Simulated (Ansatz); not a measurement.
Ansatz results at the PBE0-D4/def2-TZVP geometry: HOMO–LUMO gap (ωB97M-V/def2-TZVPP) 10.90 eV; LUMO energy (PBE/def2-TZVPP) -2.03 eV; HOMO energy (PBE0/def2-TZVPP) -8.15 eV.

Each molecule was computed in one conformer, which needn't be the lowest.

**Question.** Which molecule gave them?
A. `[OH][GeH2][NH][SiH](O)F`
B. `N[Si@H](F)N[Si@@H](N)Cl`
C. `O[SiH2]O[Si](O)(O)O`
D. `[Cl][GeH2][GeH2][Cl]`

**Answer.** D. The others give `[OH][GeH2][NH][SiH](O)F`: 12.01, -0.88, -8.04; `O[SiH2]O[Si](O)(O)O`: 12.46, -0.67, -8.48; `N[Si@H](F)N[Si@@H](N)Cl`: 12.22, -0.01, -7.66.
